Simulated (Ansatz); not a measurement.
`[SiH3][SiH2][GaH2]` + `CCN` → `CC[NH][GaH2]` + `[SiH3][SiH3]` at 500 K and 1 bar (cleavage of the Ga–Si bond).

Gas-phase electronic energies from Ansatz, PBE0-D4/def2-TZVP geometries. CBS: MP2 limit from def2 TZ/QZ plus the TZ coupled-cluster correction, frozen cores. For Ga outer-core shells are correlated without core-valence functions, which leaves a few kJ/mol of doubt a bond. Scalar relativity is left out up to krypton. One conformer a species, not always the lowest.

```
             species  CCSD(T)/CBS energy (Eh)  H − E (kJ/mol)  S (J/(mol·K))
`[SiH3][SiH2][GaH2]`              -2506.27760           193.7          437.7
               `CCN`               -135.01652           275.2          315.2
      `CC[NH][GaH2]`              -2059.56475           297.3          398.7
      `[SiH3][SiH3]`               -581.74359           163.1          323.1
```

H − E and S are ideal-gas, rigid-rotor, harmonic terms from PBE0-D4/def2-TZVP, for one conformer and one mirror image of each species. 1 Eh = 2625.50 kJ/mol, R = 8.31446 J/(mol·K).

Q: By hand: ΔE, ΔH, ΔS and ΔG.

A: ΔE = (-2059.56475) + (-581.74359) − (-2506.27760) − (-135.01652) = -0.01422 Eh = -37.3 kJ/mol. Δ(H − E) = 297.3 + 163.1 − 193.7 − 275.2 = -8.5, so ΔH = -45.8 kJ/mol. ΔS = 398.7 + 323.1 − 437.7 − 315.2 = -31.1 J/(mol·K). ΔG = -45.8 − 500 × (-31.1)/1000 = -30.2 kJ/mol.

Q: By hand: the equilibrium constant, and the temperature at which ΔG would vanish if ΔH and ΔS stayed fixed.

A: log₁₀ K = −ΔG/(RT ln 10) = 3.2. ΔG = 0 at ΔH/ΔS = 1473 K.

TΔS isn't small against ΔH here. A doubt of 5 kJ/mol in ΔE shifts log₁₀ K by 0.5 here. Other conformers and mirror images would add mixing entropy, several J/(mol·K) or more a flexible species. These are equilibria of isolated gas molecules and say nothing of rates. Largest T1 diagnostic: 0.014 (customary marks: 0.02 for closed shells, 0.045 for open ones).
